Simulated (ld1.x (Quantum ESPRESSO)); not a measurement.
Logarithmic derivatives: gallium, TM semilocal

ld1.x (Quantum ESPRESSO) 7.5 input, shortened:

```
&input
   title='Ga', zed=31., rel=1, dft='PBE', iswitch=3,
   config='[Ar] 3d10 4s2 4p1'
 /
 &inputp
   pseudotype=1, tm=.true., lloc=1,
   nlcc=.true., new_core_ps=.true., rcore=1.20
 /
2
4S  1  0   2.00   0.00  1.35  1.35  0.0
4P  2  1   1.00   0.00  2.40  2.40  0.0
 &test
   configts(1)='4s2 4p1'
 /
```

The phase is arctan(r·u′/u) with u = r·R(r), unwrapped; energies in Ry, scanned from -3 to 5 Ry. A pole is an energy at which the radial function vanishes at the test radius. The pseudo phase is shifted by a multiple of π to meet the all-electron one at the reference energy, and phase errors are pseudo minus all-electron; the curves can meet again beyond the range given. Levels narrower than the energy grid can be missing from the lists of poles.

For each channel, where are the poles, and over which energies does the pseudopotential scatter like the atom?

| channel | radius (bohr) | reference energy (Ry) | poles, all-electron | poles, pseudo | unbroken range about the reference energy with phases within 0.05 rad | phase error 1 Ry above the reference energy (rad) |
| --- | --- | --- | --- | --- | --- | --- |
| s | 2.61 | -0.66 | 0.46 | 0.43, 4.41 | below 1.8 | -0.005 |
| p | 2.61 | -0.19 | 1.55 | 1.50 | below 3.1 | -0.004 |

Phases in the p channel:

```csv
E (Ry),all-electron,pseudo
-3.00,1.325,1.324
-2.52,1.296,1.295
-2.04,1.254,1.253
-1.56,1.188,1.187
-1.08,1.063,1.062
-0.60,0.752,0.751
-0.12,-0.250,-0.250
0.36,-1.136,-1.139
0.84,-1.410,-1.414
1.32,-1.531,-1.538
1.80,-1.607,-1.617
2.28,-1.668,-1.684
2.76,-1.729,-1.757
3.24,-1.804,-1.861
3.72,-1.919,-2.067
4.20,-2.154,-2.704
4.68,-2.821,-3.912
```
